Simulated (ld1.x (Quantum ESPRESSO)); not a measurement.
Varying the ultrasoft potential for S

Base potential:

* Element: sulfur (S)
* Generator: ld1.x (Quantum ESPRESSO) 7.5
* Type: ultrasoft
* Functional: PBEsol
* Relativity: scalar-relativistic
* Frozen core: [Ne]
* Valence charge: 6
* Reference configuration: 3s1.75 3p4.25
* Partial waves: 3s (bound): rcut 0.95, rcutus 1.25 bohr; 3s channel at 1.8 Ry: rcut 0.95, rcutus 1.25 bohr; 3p (bound): rcut 1.25, rcutus 1.35 bohr; 3p channel at 0.4 Ry: rcut 1.25, rcutus 1.35 bohr; 3d channel at -0.2 Ry: rcut 1.05, rcutus 1.30 bohr; 3d channel at 1.6 Ry: rcut 1.05, rcutus 1.30 bohr
* Local potential: all-electron potential smoothed inside 0.95 bohr (lloc = -1)
* Core correction: Bessel-smoothed model core inside 1.25 bohr
* Augmentation charge: PSQ, inside the norm-conserving radii

All-electron outer shells of the reference configuration (PBEsol, scalar-relativistic, ld1.x):

```csv
shell,level (eV),outermost node (bohr),outermost maximum (bohr)
2s,-211.61,0.13,0.39
2p,-156.68,–,0.33
3s,-17.37,0.60,1.40
3p,-7.12,0.58,1.59
```

Cutoffs, loose and tight: the cutoffs (Ry, on a coarse ladder) from which the occupation-weighted sum of valence levels, in a spherical-Bessel basis at the reference potential, stays within 10 and 1 mRy of its value at 400 Ry. They do not see the model core or the augmentation charge, which bear on the density cutoff. Test errors are all-electron minus pseudo excitation energies from the reference, over the configurations 3s2 3p4; 3s2 3p3; 3s2 3p2; 3s1 3p5; 3s0 3p6; 3s2 3p0; 3s2 3p3.5. A dash means not determined; rows that change the core or the reference have their own tests.

A true bound ghost makes a file unfit for plane-wave use even where its test errors are small: the radial tests pick states by their node count and pass the ghost by.

```tsv
change	outcome	cutoff, loose	cutoff, tight	bound ghosts	largest test error (meV)
base	generated	21 Ry	70 Ry	s	+11
waves 3d channel at -0.2 Ry: rcut 0.82, rcutus 0.86 bohr; 3d channel at 1.6 Ry: rcut 0.82, rcutus 0.86 bohr	generated	21 Ry	70 Ry	s	+11
functional PW91	generated	21 Ry	35 Ry	s	+30
local potential all-electron potential smoothed inside 1.00 bohr (lloc = -1)	generated	21 Ry	45 Ry	none	+11
core correction none	generated	21 Ry	70 Ry	s	+57
all radii but the core radius scaled by about 0.89 (s 1.10, p 1.20, d 1.16 bohr, rcut 0.84/1.10/0.92); local potential all-electron potential smoothed inside 0.84 bohr (lloc = -1)	failed: run_pseudo: Errors in PS-KS equation	–	–	–	–
```

What comes out with this change to the base: type PAW; local potential all-electron potential smoothed inside 1.00 bohr (lloc = -1)?

outcome: generated; cutoff, loose: 21 Ry; cutoff, tight: 45 Ry; bound ghosts: none; largest test error (meV): -103.
